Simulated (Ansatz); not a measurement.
The cluster Al₂Si₂. The state is a singlet with charge 0. Geometry PBE-D4/def2-TZVP, basis def2-TZVP, Ansatz.

```xyz
4

Al    1.090    0.054    2.213
Al    0.344    1.081   -0.841
Si    0.069   -0.973    0.216
Si   -1.504   -0.162   -1.589
```

| run | HOMO (eV) | LUMO (eV) |
| --- | --- | --- |
| A | -4.76 | -4.43 |
| B | -5.33 | -3.77 |
| C | -4.37 | -4.14 |
| D | -4.74 | -4.28 |
| E | -4.61 | -4.37 |

Another isomer (triplet) lies 0.37 eV lower at PBE0-D4/def2-TZVP; other spin states weren't run for this one.

**Question.** The runs used B97M-V, BLYP, PBE, PBE0, r2SCAN. Estimate which is which.

**Answer.** A r2SCAN (0 % exact exchange); B PBE0 (25 % exact exchange); C BLYP (0 % exact exchange); D B97M-V (0 % exact exchange); E PBE (0 % exact exchange). Exact exchange lowers occupied and raises empty levels; among semilocal functionals meta-GGAs tend to open the gap a little, and such runs are hard to tell apart. The gap grows from 0.22 eV (BLYP) to 1.56 eV (PBE0). The restricted singlet is unstable towards broken spin symmetry in Hartree–Fock (as tested in another run); at r2SCAN-D4/def2-TZVP, PBE0-D4/def2-TZVP, BLYP-D4/def2-TZVP, B97M-V/def2-TZVP and others this wasn't settled.
